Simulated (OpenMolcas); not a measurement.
Ru+.

```
Program             : OpenMolcas 26.06
Basis               : ANO-RCC-VQZP [8s7p5d3f2g1h]
Scalar Hamiltonian  : DKH2, point nucleus
Active space        : 7 electrons in 11 orbitals (4d 5s 5d)
State averaging     : 2S+1 = 4 even, 15 roots; 2S+1 = 6 even, 5 roots kept (CI in the orbitals of an earlier block); 2S+1 = 2 even, 28 roots kept (CI in the orbitals of an earlier block)
Spin-orbit coupling : RASSI with atomic mean-field integrals over the reference wave functions, term energies averaged over their components
```

Two sets of levels on these reference wave functions, in cm-1 above 4d7 4F 9/2: one from CASSCF and one from SS-CASPT2, IPEA 0.25 Eh, imaginary shift 0.1 Eh (closed shells correlated: 4s 4p).

| Level | Set 1 | Set 2 |
| --- | --- | --- |
| 4d7 4F 9/2 | 0.0 | 0.0 |
| 4d7 4F 7/2 | 1466 | 1486 |
| 4d7 4F 5/2 | 2440 | 2450 |
| 4d7 4F 3/2 | 3060 | 3030 |
| 4d6 5s 6D 9/2 | 8040 | 8550 |
| 4d6 5s 6D 7/2 | 8930 | 9450 |
| 4d6 5s 6D 5/2 | 9570 | 10210 |
| 4d6 5s 6D 3/2 | 9980 | 10740 |
| 4d6 5s 6D 1/2 | 10280 | 11150 |
| 4d7 4P 5/2 | 10960 | 8400 |
| 4d7 4P 3/2 | 11340 | 8580 |
| 4d7 4P 1/2 | 12220 | 9400 |
| 4d7 2G 9/2 | 12830 | 11020 |
| 4d7 2G 7/2 | 14260 | 12470 |
| 4d7 2P 3/2 [59 %] | 16050 | 13180 |
| 4d7 2H 11/2 | 17350 | 15100 |

Which set is which?

Set 2 is SS-CASPT2. Its levels of the other terms of 4d7 lie at 0.76 to 0.87 of the other set's values, as expected, since terms of lower spin or lower L gain more correlation energy than the Hund ground term. Against 11 measured levels (NIST Handbook of Basic Atomic Spectroscopic Data) the mean absolute deviation is 310 cm-1 with it and 1300 cm-1 without; single levels miss by up to 700 cm-1 with it.

CASPT2 does not keep the components of a term degenerate, so their means are used; among the terms shown or strongly mixed into the levels shown the widest spread is 360 cm-1 (4d7 4F, SS-CASPT2). Terms from blocks run as CI alone lack orbitals of their own. Active for correlation alone: 5d; no level in the range computed is led by a configuration that fills it, so any true level of that kind is missing. Without dynamic correlation excited terms often stand tens of per cent too high (terms of higher spin than the ground term too low), and those without a measured partner can miss by more than the paired ones (holds for CASSCF). Some levels mix across a computed gap that differs much from the measured one, so their mixing is not that of the real levels (holds for CASSCF). Computed and measured levels are paired by configuration, term and J; levels that our copy of the source lacks, or whose pairing is in doubt (as where it misses far off the trend of its configuration), stay unpaired and out of the deviations. Levels of configurations outside the active space are missing. Levels that lie high or do not pair safely by name in every column are left out.

A share in square brackets marks a mixed level and gives the weight of the term that names it, the lowest over the columns.
